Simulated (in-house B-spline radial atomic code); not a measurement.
PBE excitations of Se VII (Se6+)

Method: PBE. Computed with a B-spline radial code for spherical atoms: linear response of the closed shell [Ar] 3d10 with the functional's adiabatic kernel; non-relativistic, point nucleus, no spin-orbit coupling, no double excitations, S, P, D and F terms only. Only terms of natural parity with L up to 3 were computed.

Without relativity these are model numbers for so heavy an element.

Command:
```bash
python run_td.py task.json out
```
Settings (radii: box in bohr, nucleus in fm):
```
Z                        34
electrons                28
configuration            [Ar] 3d10
hamiltonian              nr
method                   pbe,pbe
box_radius               14.35
intervals                53
```

Cost of the run: 1.1 s on 1 thread of Arm Neoverse N1, with other jobs on the host.

The lowest states, in the order of their Tamm-Dancoff energies; the method's threshold (minus the highest occupied level) is 140.70 eV. Labels give the largest channel, * marks a mixed state, and oscillator strengths are full-response dipole values. Semilocal kernels can invert the small singlet-triplet splittings of Rydberg terms. Energies in eV:

```csv
state,full response,Tamm-Dancoff,oscillator strength
3d → 4s 3D,?,?,-
3d → 4s 1D,52.52,52.52,-
3d → 4p 3P,65.86,65.88,-
3d → 4p 3F,66.05,66.07,-
3d → 4p 1F,66.61,66.61,-
3d → 4p 1P,67.81,67.89,0.535
3d → 4d 3S,87.58,87.62,-
3d → 4d 3D,?,?,-
3d → 4d 1D,89.35,89.37,-
3d → 4d 1S,94.66,95.43,-
```

(1) Where does 3d → 4d 3D lie?

(2) Where does 3d → 4s 3D lie?

(3) How large is the singlet-triplet splitting of 3d → 4s (D terms) in Tamm-Dancoff?

(4) What polarisabilities and dispersion coefficient does the method give?

## Answers

(1) At 88.59 eV in full response, 88.60 eV in Tamm-Dancoff.

(2) At 51.77 eV in full response, 51.79 eV in Tamm-Dancoff.

(3) 0.737 eV, from the unrounded values.

(4) Dipole 0.3819 bohr³, quadrupole 0.3616 bohr⁵, C6 0.5594 hartree·bohr⁶ for two such species.
